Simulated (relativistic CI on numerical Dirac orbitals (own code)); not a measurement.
# Radial parameters of Ge14+

Calculated at this level of theory: Dirac-Coulomb-Breit CI, separate exchange-only KLI orbitals for each configuration, a model potential for QED, unscaled Slater integrals (own radial code, finite nucleus).

Slater integrals F^k, G^k are unscaled and averaged over j, outside the closed core [Ne]; ζ comes from projecting the Hamiltonian with its Breit term on Σ l·s of the shell.

- 3s2.3p5.3d: ζ(3p) = 31113, F^2(3p,3d) = 180140, G^1(3p,3d) = 204420, G^3(3p,3d) = 132850, ζ(3d) = 3143.1 cm⁻¹; <r>(3p) = 0.5516, <r^2>(3p) = 0.3509, <r>(3d) = 0.5132, <r^2>(3d) = 0.3082 (bohr units).
- 3s.3p6.3d: G^2(3s,3d) = 156130, ζ(3d) = 3201 cm⁻¹; <r>(3s) = 0.5561, <r^2>(3s) = 0.3521, <r>(3d) = 0.5141, <r^2>(3d) = 0.3093 (bohr units).
- 3s2.3p5.4s: ζ(3p) = 32004, G^1(3p,4s) = 21465 cm⁻¹; <r>(3p) = 0.5448, <r^2>(3p) = 0.3424, <r>(4s) = 1.127, <r^2>(4s) = 1.424 (bohr units).

Averages of the first 10 configurations, taken without configuration mixing, which lowers the lowest level and can move excited configurations by several eV; other configurations of the list can lie among them:

```csv
Configuration,Parity,States,Average energy above the lowest level (eV)
3s2.3p6,even,1,0.3
3s2.3p5.3d,odd,60,82.3
3s.3p6.3d,even,20,147.2
3s2.3p5.4s,odd,12,254.3
3s2.3p5.4p,even,36,275.2
3s2.3p5.4d,odd,60,305.8
3s.3p6.4s,even,4,320.3
3s2.3p5.4f,even,84,330.2
3s.3p6.4p,odd,12,340.5
3p6.3d2,even,45,297.7
```
